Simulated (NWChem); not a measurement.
Species: GeBrF₃; SMILES [Ge]([F])([F])([Br])[F]

```xyz
5

F     -0.4702    -1.5142    -1.2998
Ge     0.0000     0.0000    -0.6665
F     -1.0762     1.1643    -1.2998
F      1.5464     0.3499    -1.2998
Br     0.0000     0.0000     1.5747
```
Atoms are numbered in this order, from 1.

Level: PBE0/def2-SVP (NWChem), optimised geometry, unscaled harmonic frequencies. This build's default masses of Se (78.918 u) and Br (79.917 u) are each other's, which moves their modes by up to 0.6 %.

**Question.** List the harmonic frequencies with IR intensities, and the thermochemistry.

**Answer.** 
```json
[
 {"frequency (cm⁻¹)": "151", "IR intensity (km/mol)": "1.9"},
 {"frequency (cm⁻¹)": "151", "IR intensity (km/mol)": "1.9"},
 {"frequency (cm⁻¹)": "237", "IR intensity (km/mol)": "20.5"},
 {"frequency (cm⁻¹)": "237", "IR intensity (km/mol)": "20.5"},
 {"frequency (cm⁻¹)": "240", "IR intensity (km/mol)": "27.7"},
 {"frequency (cm⁻¹)": "357", "IR intensity (km/mol)": "77.1"},
 {"frequency (cm⁻¹)": "738", "IR intensity (km/mol)": "72.0"},
 {"frequency (cm⁻¹)": "784", "IR intensity (km/mol)": "79.9"},
 {"frequency (cm⁻¹)": "784", "IR intensity (km/mol)": "79.9"}
]
```

```yaml
zero_point_energy: 5.3 kcal/mol
thermal correction to the enthalpy at 298.15 K (with zero-point energy): 9.8 kcal/mol
heat capacity Cv: 18.8 cal/(mol K)
entropy at 298.15 K and 1 atm (symmetry number 3): 80.8 cal/(mol K)
dipole_moment: 1.70 D
```

Rigid rotor and harmonic oscillator.
